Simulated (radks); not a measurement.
Spherical quantum dot in the effective-mass picture: electrons in a parabolic well V = omega^2 r^2 / 2 with omega = 1.55, with a point charge +1 (a donor) at the centre, all in effective atomic units (hartree* = m*/eps^2 hartree, bohr* = eps/m* bohr), one dielectric constant everywhere. Method: non-relativistic Kohn-Sham, LDA (Slater exchange, Perdew-Wang correlation), spin-polarised, spherical densities; computed with a radial shooting solver with Libxc functionals. Levels are named by radial order and angular momentum (1s, 1p, 1d, 2s, ...), and open shells are averaged over m. Results are scaled to m* = 0.106 and eps = 16.6, for which hartree* = 10.47 meV and bohr* = 8.287 nm.

N = 4, configuration 1s2 1p(up 2, down 0). This is the lowest configuration that the search found. Occupied and some empty levels:

| level | occupation | eigenvalue (meV) | <r> (nm) |
|---|---|---|---|
| 1s up | 1 | 39.182 | 7.123 |
| 1s down | 1 | 40.576 | 7.050 |
| 1p up | 2 | 56.586 | 10.29 |
| 1p down | 0 | 58.237 | 10.33 |
| 2s up | 0 | 69.133 | 11.16 |
| 2s down | 0 | 70.251 | 11.26 |
| 1d up | 0 | 71.931 | 12.37 |
| 1d down | 0 | 73.451 | 12.46 |
| 1f up | 0 | 87.267 | 14.07 |
| 1f down | 0 | 88.556 | 14.18 |

Energy (meV): total 128.252, kinetic 65.940, external 13.147, Hartree 71.760, exchange-correlation -22.595.
